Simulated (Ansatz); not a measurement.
Mulliken charges of AuH, SMILES `[AuH]` from PBE/def2-TZVPP in Ansatz (PBE0-D4/def2-TZVP geometry).

```
atom   x (Å)   y (Å)   z (Å)  charge (e)
 Au1  -0.654   0.236  -0.331       0.017
  H2   0.654  -0.236   0.331      -0.017
```

Q: By hand: the dipole of these point charges (1 e Å = 4.8032 D).

A: Σ q r = (-0.022, 0.008, -0.011) e Å, of length 0.026 e Å = 0.12 D.

Q: How does the dipole of the full density compare? (Best estimate.)

A: Ansatz gave: (-0.196, 0.071, -0.099) e Å, 1.11 D; the point charges give 0.11 times that, at 0° from its direction.

Point charges leave out the atoms' own dipoles, such as those of lone pairs, and Mulliken's split depends on the basis, so the two needn't agree.
